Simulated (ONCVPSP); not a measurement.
# boron: ONCV pseudisation with PBE, scalar-relativistic reference atom.

Input for ONCVPSP 4.0.1:

```
# ATOM AND REFERENCE CONFIGURATION
# atsym  z   nc   nv     iexc    psfile
  B 5.00    1    2        4      upf
#
#   n    l    f
    1    0    2.00
    2    0    2.00
    2    1    1.00
#
# PSEUDOPOTENTIAL AND OPTIMIZATION
# lmax
    2
#
#   l,   rc,      ep,       ncon, nbas, qcut
    0    1.45    0.00    3    7    4.50
    1    3.75    0.00    3    7    4.00
    2    4.05    0.41    4    7    2.00
#
# LOCAL POTENTIAL
# lloc, lpopt,  rc(5),   dvloc0
    4    2    1.30    0.00
#
# VANDERBILT-KLEINMAN-BYLANDER PROJECTORs
# l, nproj, debl
    0    2    1.00
    1    1    0.40
    2    2    1.90
#
# MODEL CORE CHARGE
# icmod, fcfact, rcfact
    3    5.50    1.15
#
# LOG DERIVATIVE ANALYSIS
# epsh1, epsh2, depsh
   -2.00    5.00    0.02
#
# OUTPUT GRID
# rlmax, drl
    6.00    0.01
#
# TEST CONFIGURATIONS
# ncnf
    4
# nvcnf
#   n    l    f
    2
    2    0    2.00
    2    1    0.00
#
    2
    2    0    1.00
    2    1    0.00
#
    2
    2    0    2.00
    2    1    0.50
#
    2
    2    0    1.00
    2    1    2.00
#
```

Command:

```bash
oncvpsp.x < B.dat > B.out
```

Output (shortened: citation, most of the input echo, consistency checks and plot data are left out):

```
ONCVPSP  (Optimized Norm-Conservinng Vanderbilt PSeudopotential)
scalar-relativistic version 4.0.1

#   n    l    f        energy (Ha)
    1    0    2.00    -6.6365639E+00
    2    0    2.00    -3.4702672E-01
    2    1    1.00    -1.3254806E-01

Reference configufation results
  iterations    23
  all-electron total energy (Ha)   -2.46031956D+01

Begin loop to  construct optimized pseudo wave functions
and semi-local pseudopoentials for all angular momenta

   Wellstate for l =  0  n =  3
     eigenvalue =   0.6530
     asymptotic potential =   1.1530
     half-point radius =  3.7077

Calculating optimized projector #   1

 for l=   0

    Fraction of norm inside rc  0.311763
    Optimizing pswf for qcut=   4.50 a_B^-1,  ecut=  10.11 Ha
    Residual kinetic energy error=  6.34D-04 Ha

    Energy error per electron        Cutoff
         Ha          eV             Ha
         0.01000     0.27211        5.11
         0.00100     0.02721        9.30
         0.00010     0.00272       45.92
         0.00001     0.00027       87.24

Calculating optimized projector #   2

 for l=   0

    Fraction of norm inside rc  0.164130
    Optimizing pswf for qcut=   4.50 a_B^-1,  ecut=  10.11 Ha
    Residual kinetic energy error=  9.28D-04 Ha

    Energy error per electron        Cutoff
         Ha          eV             Ha
         0.01000     0.27211        5.97
         0.00100     0.02721        9.98
         0.00010     0.00272       23.23
         0.00001     0.00027       87.84

Calculating optimized projector #   1

 for l=   1

    Fraction of norm inside rc  0.878791
    Optimizing pswf for qcut=   4.00 a_B^-1,  ecut=   7.99 Ha
    Residual kinetic energy error=  4.56D-08 Ha

    Energy error per electron        Cutoff
         Ha          eV             Ha
         0.01000     0.27211        3.30
         0.00100     0.02721        4.60
         0.00010     0.00272        5.57
         0.00001     0.00027        6.42

   Wellstate for l =  2  n =  4
     eigenvalue =   0.4100
     asymptotic potential =   0.9100
     half-point radius =  8.8037

   Wellstate for l =  2  n =  7
     eigenvalue =   2.3100
     asymptotic potential =   2.8100
     half-point radius =  7.2098

Calculating optimized projector #   1

 for l=   2

    Fraction of norm inside rc  0.404457
    Optimizing pswf for qcut=   2.00 a_B^-1,  ecut=   2.00 Ha
    Residual kinetic energy error=  2.84D-03 Ha

    Energy error per electron        Cutoff
         Ha          eV             Ha
         0.01000     0.27211        1.41
         0.00100     0.02721        2.90
         0.00010     0.00272        8.87
         0.00001     0.00027       11.04

Calculating optimized projector #   2

 for l=   2

    Fraction of norm inside rc  0.232611
    Optimizing pswf for qcut=   2.00 a_B^-1,  ecut=   2.00 Ha
    Residual kinetic energy error=  6.90D-01 Ha

    Energy error per electron        Cutoff
         Ha          eV             Ha
         0.01000     0.27211       13.95
         0.00100     0.02721       17.72
         0.00010     0.00272       24.82
         0.00001     0.00027       40.48

Construct Vanderbilt / Kleinmman-Bylander projectors

B matrix Hermiticity error, ll=   0
   1   2    2.9756E-05

  Orthonormal projector coefficients  3.5367E+00  9.2344E-01

B matrix Hermiticity error, ll=   2
   1   2   -7.9639E-06

  Orthonormal projector coefficients  8.0235E+00 -2.0464E+00

Model core correction analysis
  based on d2Exc/dn_idn_j

d2excae - all-electron derivatives

   -4.857781D-02   -4.036882D-02
   -4.037430D-02   -3.703053D-02

d2excps - pseudofunction derivatives with no core correction

   -4.940968D-02   -4.139430D-02
   -4.139696D-02   -3.894138D-02

rms 2nd derivative error    1.268939E-03

rmatch, rhocmatch    0.7570    0.8002

Teter function model core charge with specified parameters

d2excps - pseudofunction derivatives with core correction

   -4.910338D-02   -4.178024D-02
   -4.178296D-02   -3.926143D-02

rms 2nd derivative error    1.519014E-03

Pseudoatom total energy   -2.566631

Diagnostic tests using Vanderbilt-Kleinman-Bylander pseudopotentials
  1 or more projectors used as specified by nproj input data

   l    rcore       rmatch      e in        delta e   norm test  slope test

   0   1.4531180   1.4972378  -0.3470267   0.0000374   1.0000504   0.9954038
   0   1.4531180   1.4972378   0.6529733   0.0001127   1.0000899   1.0000899

   1   3.7616624   3.8758746  -0.1325481  -0.0000007   0.9999974   0.9999952

   2   4.0658707   4.1893194   0.4100000   0.0000004   1.0000046   1.0000046
run_diag: lschvkbbe ERROR   2   5   2  60  2.31000000E+00  2.02900000E+00
   2   4.0658707   4.1893194   2.3100000  -0.2810000   2.7315543   0.9783709

 Testing for bound ghosts
   n   l    E NL Schr. Eq   E Basis Diag.   E Cutoff

   1   0       -0.346989       -0.327282     88.31

   2   1       -0.132549       -0.132480     10.95

 Testing for highly-localized positive-energy ghosts
       l    <radius>/rc     E Basis Diag.   E Cutoff

       2        0.849234        7.383353     15.82  WARNING - GHOST(+)

       2        0.486548       17.101194     15.82  WARNING - GHOST(+)

Test configuration 0

   n   l     f        eae           eps        diff
   1   0  2.0000   -6.63656389
   2   0  2.0000   -0.34702672   -0.34698930    3.74D-05
   2   1  1.0000   -0.13254806   -0.13254874   -6.73D-07

    Total energies and differences
      AE_ref= -2.46031956D+01  AE_tst= -2.46031956D+01  dif=  0.00D+00
      PS_ref= -2.56663086D+00  PS_tst= -2.56663086D+00  dif= -2.22D-15
      PSP excitation error=  2.22D-15

Test configuration 1

   n   l     f        eae           eps        diff
   1   0  2.0000   -7.11562878
   2   0  2.0000   -0.71701471   -0.70564487    1.14D-02

    Total energies and differences
      AE_ref= -2.46031956D+01  AE_tst= -2.43011379D+01  dif=  3.02D-01
      PS_ref= -2.56663086D+00  PS_tst= -2.27195426D+00  dif=  2.95D-01
      PSP excitation error=  7.38D-03

Test configuration 2

   n   l     f        eae           eps        diff
   1   0  2.0000   -7.76055369
   2   0  1.0000   -1.15669543   -1.13929850    1.74D-02

    Total energies and differences
      AE_ref= -2.46031956D+01  AE_tst= -2.33668887D+01  dif=  1.24D+00
      PS_ref= -2.56663086D+00  PS_tst= -1.35178859D+00  dif=  1.21D+00
      PSP excitation error=  2.15D-02

Test configuration 3

   n   l     f        eae           eps        diff
   1   0  2.0000   -6.85128711
   2   0  2.0000   -0.51925661   -0.51657228    2.68D-03
   2   1  0.5000   -0.29720320   -0.29141088    5.79D-03

    Total energies and differences
      AE_ref= -2.46031956D+01  AE_tst= -2.44970902D+01  dif=  1.06D-01
      PS_ref= -2.56663086D+00  PS_tst= -2.46165027D+00  dif=  1.05D-01
      PSP excitation error=  1.12D-03

Test configuration 4

   n   l     f        eae           eps        diff
   1   0  2.0000   -6.67883813
   2   0  1.0000   -0.36458281   -0.37146876   -6.89D-03
   2   1  2.0000   -0.14913075   -0.15285226   -3.72D-03

    Total energies and differences
      AE_ref= -2.46031956D+01  AE_tst= -2.43881806D+01  dif=  2.15D-01
      PS_ref= -2.56663086D+00  PS_tst= -2.35004192D+00  dif=  2.17D-01
      PSP excitation error= -1.57D-03
```

The run took about 2.9 s on one core of a shared server CPU.
